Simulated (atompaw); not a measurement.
# Which change was made? (O, PAW (atompaw))

* Element: oxygen (O)
* Generator: atompaw 4.2.0.5
* Type: PAW
* Functional: LDA (PW92)
* Relativity: scalar-relativistic
* Frozen core: [He]
* Valence charge: 6
* Reference configuration: 2s2 2p3.5 (charge +0.5)
* Partial waves: 2s (bound): rc 2.05 bohr; 2s channel at -1.65 Ry: rc 1.00 bohr; 2p (bound): rc 2.05 bohr; 2p channel at -0.8 Ry: rc 2.05 bohr
* Local potential: troulliermartins scheme with l = 2 at 0 Ry, radius 1.40 bohr
* Core correction: smooth core density matched at 1.30 bohr
* Augmentation charge: sinc compensation charge, radius 1.95 bohr; PAW radius 2.05 bohr; waves and projectors: custom rrkj gramschmidtortho

Cutoffs, loose and tight: the cutoffs (Ry, on a coarse ladder) from which the occupation-weighted sum of valence levels, in a spherical-Bessel basis at the reference potential, stays within 10 and 1 mRy of its value at 400 Ry. They see the waves, projectors and local potential, not the compensation charge or the core.

The base gives: outcome: generated; cutoff, loose: 15 Ry; cutoff, tight: 21 Ry; bound ghosts: none.

(1) After one change the result is: outcome: generated; cutoff, loose: 25 Ry; cutoff, tight: 35 Ry; bound ghosts: none. Which change was it?
A. wave 2p (bound): rc 2.05 bohr becomes 2p (bound): rc 1.08 bohr
B. reference 2s2 2p3
C. wave 2s (bound): rc 2.05 bohr becomes 2s (bound): rc 1.30 bohr
D. all radii scaled by about 0.93 (s 1.90, p 1.90 bohr); local potential troulliermartins scheme with l = 2 at 0 Ry, radius 1.30 bohr; augmentation sinc compensation charge, radius 1.82 bohr; PAW radius 1.90 bohr; waves and projectors: custom rrkj gramschmidtortho; core correction smooth core density matched at 1.22 bohr

## Answers

(1) C. The others give: reference 2s2 2p3 → outcome: failed: atompaw: The overlap operator has at least one negative eigenvalue! | wave 2p (bound): rc 2.05 bohr becomes 2p (bound): rc 1.08 bohr → outcome: generated; cutoff, loose: 60 Ry; cutoff, tight: 90 Ry; bound ghosts: none | all radii scaled by about 0.93 (s 1.90, p 1.90 bohr); local potential troulliermartins scheme with l = 2 at 0 Ry, radius 1.30 bohr; augmentation sinc compensation charge, radius 1.82 bohr; PAW radius 1.90 bohr; waves and projectors: custom rrkj gramschmidtortho; core correction smooth core density matched at 1.22 bohr → outcome: generated; cutoff, loose: 21 Ry; cutoff, tight: 30 Ry; bound ghosts: none.
